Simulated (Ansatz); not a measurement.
Li2O (SMILES [Li][O][Li]), charge 0, multiplicity 1, relaxed at each level with Ansatz (a quantum-chemistry and plane-wave program); harmonic frequencies from differences of analytic forces, average atomic masses, frozen cores.

Problem. Give the equilibrium geometry, the harmonic frequencies and the zero-point energy at HF/def2-TZVPP.

Solution. 
(charge 0, multiplicity 1):
```xyz
3

Li     0.000     0.000    -1.597
O      0.000     0.000     0.000
Li     0.000     0.000     1.597
```
Frequencies (cm⁻¹): 155, 155, 844, 1114. Zero-point energy 3.24 kcal/mol.

Problem. Give the equilibrium geometry, the harmonic frequencies and the zero-point energy at CCSD(T)/cc-pVQZ.

Solution. 
(charge 0, multiplicity 1):
```csv
atom,x (Å),y (Å),z (Å)
Li,0.0000,0.0000,-1.6294
O,0.0000,0.0000,0.0000
Li,0.0000,0.0000,1.6294
```
Frequencies (cm⁻¹): 112, 112, 783, 1025. Zero-point energy 2.90 kcal/mol.
